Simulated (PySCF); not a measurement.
## Spinor energies of Fe²⁺ (iron, charge +2)

Start: [Ar] 3d6; 3d3/2 filled at m_j = +3/2; 3d5/2 filled at m_j = -3/2, -1/2, +1/2, +3/2, +5/2. Calculated with PySCF 2.14 in x2c-TZVPall-2c with one added diffuse shell each of s, p, d type (7s8p5d1f, 63 functions): generalised Hartree-Fock with the X2C-1e Hamiltonian and a Gaussian nucleus; one run each with spin-orbit coupling (SO) switched off, then screened by Boettger's factors. This is a chosen level, not necessarily the ground level.

| spinor shell | electrons | ε, spin-free (eV) | ε, screened SO (eV) | weight of nominal j (screened SO) | rms radius, screened SO (bohr) |
| --- | --- | --- | --- | --- | --- |
| 1s1/2 | 2 | -7193.7 | -7193.6 | 1.000 | 0.0675 |
| 2s1/2 | 2 | -900.77 | -900.73 | 1.000 | 0.288 |
| 2p1/2 | 2 | -766.59 | -775.55 | 0.987 | 0.259 |
| 2p3/2 | 4 | -766.59 | -762.17 | 0.994 | 0.261 |
| 3s1/2 | 2 | -133.74 | -133.72 | 1.000 | 0.872 |
| 3p3/2 | 4 | -93.337 | -92.573 | 0.830 | 0.936 |
| 3p1/2 | 2 | -93.337 | -94.861 | 0.660 | 0.932 |
| 3d5/2 | 5 | -35.668 | -36.623 | 0.588 | 1.17 |
| 3d3/2 | 1 | -35.668 | -30.890 | 0.790 | 1.27 |

```csv
quantity,spin-free,screened SO
E (hartree),-1270.52475,-1270.54654
M_J,4,4
⟨J²⟩,20.007,20.007
⟨L²⟩,6.003,6.009
⟨S²⟩,6.004,6.001
```

Each row is a mean over spinors that exchange with the open shell spreads, by up to 15.460 eV (3p3/2).

Rows whose weight is well below 1 are mixtures of j = l ± 1/2: exchange outweighs spin-orbit coupling there, and the label is only the starting occupation.

Without spin-orbit coupling the j labels of p, d and f shells carry no meaning; the spin-free column gives the mean over the occupied spinors of each nl shell.
